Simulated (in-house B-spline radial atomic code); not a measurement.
Configurations of Nb⁺, with energies counted from [Kr] 4d4. Method: scalar-relativistic (X2C) LC-wPBE, spin-polarised, spherical fractional occupations, Fermi nucleus of rms radius 4.324 fm. Calculated with an all-electron radial atomic-structure program (B-spline basis). Shells without spins written out take the highest spin.

Caution: exact exchange at fractional occupations of open shells leaves self-interaction of up to several eV.

Occupations are held fixed; configurations that lie above the ionisation limit could autoionise.

```
                                                   configuration  E - E(ref) (eV)  highest orbital  its <r> (bohr)
                                                    [Kr] 4d3 5p1           8.5596            5p up           4.257
                                                    [Kr] 4d3 5f1           14.831            5f up           17.79
                 [Ar] 3d10 4s2 4p(2 up, 3 down) 4d(5 up, 0 down)           32.667            4d up           1.927
                                       [Ar] 3d10 4s2 4p5 4d4 4f1           45.841            4f up           10.46
[Ar] 3d10 4s2 4p(2 up, 3 down) 4d(4 up, 0 down) 5d(0 up, 1 down)           47.895          5d down           7.559
[Ar] 3d10 4s2 4p(3 up, 2 down) 4d(0 up, 4 down) 5f(1 up, 0 down)           50.182            5f up           18.02
                                        [Ar] 3d9 4s2 4p6 4d4 5d1           217.41            5d up           7.323
```

(1) Order these further configurations by energy, lowest first.
A. [Kr] 4d(3 up, 1 down)
B. [Kr] 4d3 5d1
C. [Ar] 3d9 4s2 4p6 4d4 5p1
D. [Kr] 4d3 5s1
E. [Ar] 3d10 4s2 4p5 4d5

(2) How far above the reference does [Kr] 4d(0 up, 3 down) 5p(1 up, 0 down) lie?

(3) How far above the reference does [Ar] 3d10 4s2 4p5 4d4 5f1 lie?

(4) How far above the reference does [Ar] 3d10 4s2 4p5 4d4 5d1 lie?

## Answers

(1) D (2.7054 eV), A (6.8813 eV), B (12.529 eV), E (28.77 eV), C (213.36 eV).

(2) 9.0265 eV; its least bound orbital is 5p up with <r> = 4.554 bohr.

(3) 46.688 eV; its least bound orbital is 5f up with <r> = 17.72 bohr.

(4) 44.339 eV; its least bound orbital is 5d up with <r> = 7.404 bohr.
